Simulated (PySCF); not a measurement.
Species: C7H9O (doublet state).
Structure used (GFN2-xTB), in Å, numbered top down from 1:
```
atom  x, y, z in Å
C1     2.341   -1.269    0.220
C2     1.296   -0.844   -0.412
C3     0.071   -0.081   -0.203
C4     0.271    1.333   -0.668
C5     0.124    2.389    0.107
C6    -1.226   -0.752   -0.731
C7    -1.629   -0.828    0.740
O8    -0.427   -0.193    1.162
H9     2.539   -1.053    1.270
H10    3.095   -1.873   -0.264
H11    0.549    1.412   -1.710
H12   -0.147    2.277    1.143
H13    0.272    3.390   -0.261
H14   -1.843   -0.104   -1.348
H15   -1.071   -1.708   -1.224
H16   -2.511   -0.245    1.019
H17   -1.713   -1.839    1.149
```

The hyperfine couplings belong to this conformer and change with its torsions.

As a line formula: `C=[C][C@@]1(C=C)CCO1` [radical].

Theory: UKS B3LYP, pcH-1 on C H O, non-relativistic, mean-field spin-orbit, GIAO (PySCF). One conformer (not necessarily the lowest) at the GFN2-xTB geometry, without solvent, vibrations or thermal averaging. A GFN2-xTB geometry isn't a minimum of the functional, and hyperfine couplings can be far from their values at a DFT geometry. Stability of the SCF solution: not tested.

Give the principal g shifts and their parts.

```
                    Δg (ppm)     1     2     3
relativistic mass correction  -164  -164  -164
            gauge correction    39     9    27
   orbital Zeeman/spin–orbit  -619    77   882
                       total  -743   -78   745
```

So g = 2.00158, 2.00224, 2.00306 and g_iso = 2.00229; the tensor is rhombic: the two nearest values differ by 45 % of g3 − g1. Axes: g1 points within 14° of the C2–C3 bond and g2 points within 11° of the C1–H9 bond.

At 9.724 GHz, how far is the centre of the isotropic spectrum from where a free electron (g = 2.002319) resonates?

B = hν/(g μB) with μB/h = 13.99624 MHz/mT gives 346.98 mT for the free electron and 346.98 mT at g_iso, the same within 0.01 mT.

What are the electron Larmor frequencies g μB B/h along the three axes at 350 mT?

9.8051, 9.8084, 9.8124 GHz for g1, g2 and g3, a range of 7.3 MHz.

In a frozen sample, at which fields do the three g values resonate at 9.5, 34, 94 and 263 GHz (hyperfine left aside), and which band first spreads them over more than twice a line width of 0.3 mT?

```csv
band,GHz,B(g3) mT,B(g2) mT,B(g1) mT,spread mT
X,9.5,338.86,339.00,339.11,0.25
Q,34.0,1212.75,1213.25,1213.66,0.90
W,94.0,3352.91,3354.28,3355.40,2.49
J,263.0,9381.00,9384.86,9387.98,6.98
```

The spread grows in proportion to the frequency. Q band is the first where it exceeds 0.6 mT.

The Mulliken spin populations are largest on C2 (+0.96), C1 (-0.15) and H9 (+0.09). No atom but C2 exceeds +0.15. The positive populations add up to 1.19 and the negative ones to -0.19, together 2S = 1.

The HOMO–LUMO gaps are 5.87 eV among the α and 4.80 eV among the β orbitals.
